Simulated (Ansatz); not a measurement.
The first iterations of a band of AlClF$_{2}$H$_{3}$N (8 atoms, charge 0, multiplicity 1).

Level of theory: RHF/def2-SVP in Ansatz.

```json
{"movable images": "7", "climbing image": "yes", "spring": "5.0 eV/Å²", "optimiser": "quadratic models (default)", "start path": "through a guess of the saddle point", "force threshold": "0.05 eV/Å", "iteration limit": "60", "end points": "relaxed"}
```

Image 0:

```xyz
8
Properties=species:S:1:pos:R:3
Al -0.131 0.010 -0.055
F -0.098 -0.475 1.530
F 1.319 0.253 -0.797
N -1.600 -0.161 -0.992
H -2.493 -0.420 -0.619
H -1.670 -0.003 -1.979
Cl -0.189 2.512 1.164
H -0.057 1.858 2.255
```

Image 8:

```xyz
8
Properties=species:S:1:pos:R:3
Al -0.145 0.604 -0.187
F -0.205 0.106 1.809
F 1.326 -0.103 -0.446
N -1.589 -0.052 -0.940
H -1.640 -0.941 -1.399
H -2.460 0.433 -1.029
Cl -0.117 2.662 0.386
H -0.088 0.863 2.311
```

| iteration | highest image above the first end (eV) | largest band force component (eV/Å) |
| --- | --- | --- |
| 1 | 2.348 | 4.969 |
| 2 | 1.054 | 1.744 |
| 3 | 0.808 | 3.607 |
| 4 | 0.747 | 0.545 |
| 5 | 0.680 | 0.828 |
| 6 | 0.778 | 0.538 |
| 7 | 0.753 | 0.215 |
| 8 | 0.738 | 0.189 |

Task: Does the band converge within its limit, and where does its top end?

Result: The run converged. It ended after 25 iterations with the highest image 0.637 eV above the first end. The profile has 2 maxima (images 4, 6) with wells between them (image 5): this band takes more than one step, which may be the mechanism or a detour left from its start path. A vibrational analysis at the climbing image gives one clearly imaginary mode, 1250i cm⁻¹: a first-order saddle point. The orbitals stay closed-shell, which can raise the energy where a bond breaks towards radicals; this wasn't checked here.

The run took 3.8 min on 1 thread of Arm Neoverse V2, on a shared host, peak memory 0.18 GiB.
